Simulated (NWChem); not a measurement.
Species: SbClF$_{2}$; SMILES [F][Sb]([F])[Cl]

Computed with NWChem. Geometry: optimised at PBE0/def2-SVP (def2 core potentials past Kr).

Q: What does the run give for Hartree-Fock/STO-3G (all-electron, non-relativistic)? Quantities: highest occupied level (eV); orbital gap (eV); dipole (D).

A: 
```yaml
highest occupied level (eV): -7.90
orbital gap (eV): 13.60
dipole (D): 2.82
```
